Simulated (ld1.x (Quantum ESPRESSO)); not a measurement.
**What the settings do to the TM potential of Mn (Z = 25)**

Base potential:

* Element: Mn (Z = 25)
* Generator: ld1.x (Quantum ESPRESSO) 7.5
* Type: norm-conserving Troullier–Martins (Kleinman–Bylander form)
* Functional: LDA (PZ)
* Relativity: scalar-relativistic
* Frozen core: [Ne]
* Valence charge: 15
* Reference configuration: 3s2 3p6 3d5 4s2 4p0
* Partial waves: 3p (bound): rc 1.35 bohr; 3d (bound): rc 1.55 bohr; 3s (bound): rc 1.05 bohr
* Local potential: the s channel
* Core correction: Bessel-smoothed model core inside 0.75 bohr

Occupied shells without a wave of their own: 4s. They enter only through the test configuration that unscreens the potential, and ld1.x also counts them in the model core charge.

All-electron outer shells of the reference configuration (LDA (PZ), scalar-relativistic, ld1.x):

| shell | level (eV) | outermost node (bohr) | outermost maximum (bohr) |
| --- | --- | --- | --- |
| 2s | -742.21 | 0.08 | 0.23 |
| 2p | -629.78 | – | 0.19 |
| 3s | -85.40 | 0.34 | 0.74 |
| 3p | -54.49 | 0.31 | 0.75 |
| 3d | -7.01 | – | 0.75 |
| 4s | -5.29 | 1.06 | 2.47 |
| 4p | -1.47 | 1.16 | 3.38 |

Cutoffs, loose and tight: the cutoffs (Ry, on a coarse ladder) from which the occupation-weighted sum of valence levels, in a spherical-Bessel basis at the reference potential, stays within 10 and 1 mRy of its value at 400 Ry. They do not see the model core or the augmentation charge, which bear on the density cutoff. Test errors are all-electron minus pseudo excitation energies from the reference, over the configurations 3s2 3p6 3d5 4s1 4p0; 3s2 3p6 3d5 4s0 4p0; 3s2 3p6 3d4 4s0 4p0; 3s2 3p6 3d5 4s0 4p1; 3s2 3p6 3d5.5 4s1.5 4p0; 3s2 3p6 3d4 4s2 4p0; 3s2 3p6 3d5 4s1.5 4p0 (two spin-polarised tests are not counted in the largest error). A dash means not determined; rows that change the core or the reference have their own tests.

With those shells counted twice in exchange and correlation these files are broken, and their errors move erratically; no question is asked of them.

```tsv
change	outcome	cutoff, loose	cutoff, tight	bound ghosts	largest test error (meV)
base	generated, misses its reference levels by 0.18 eV	140 Ry	200 Ry	none	-1979
all radii but the core radius scaled by about 0.77 (s 0.82, p 1.04, d 1.20 bohr)	generated	180 Ry	over 300 Ry	none	-1297
all radii but the core radius scaled by about 0.86 (s 0.90, p 1.16, d 1.34 bohr)	generated	160 Ry	300 Ry	none	-1422
all radii but the core radius scaled by about 1.10 (s 1.16, p 1.48, d 1.70 bohr)	generated, misses its reference levels by 0.33 eV	110 Ry	160 Ry	none	-2766
all radii but the core radius scaled by about 1.22 (s 1.28, p 1.64, d 1.88 bohr)	generated, misses its reference levels by 0.58 eV	80 Ry	140 Ry	none	-4032
all radii but the core radius scaled by about 1.35 (s 1.42, p 1.82, d 2.10 bohr)	generated, misses its reference levels by 0.95 eV	70 Ry	110 Ry	none	-5804
```

Reading the sweep of the scale of all radii but the core radius (base = 1) (base included, trends over the rows without a ghost): The loose cutoff falls from 180 Ry at 0.77 to 70 Ry at 1.35. A larger radius leaves more room for a smooth pseudo-wave, so fewer plane waves are needed; a smaller one forces it to follow the all-electron wave where it bends sharply. The median size of the test errors (rows with all tests solved) rises from 196.2 meV at 0.77 to 1399.7 meV at 1.35. More of the atom is replaced by a form fitted at one configuration, so other configurations suffer as the radius grows.
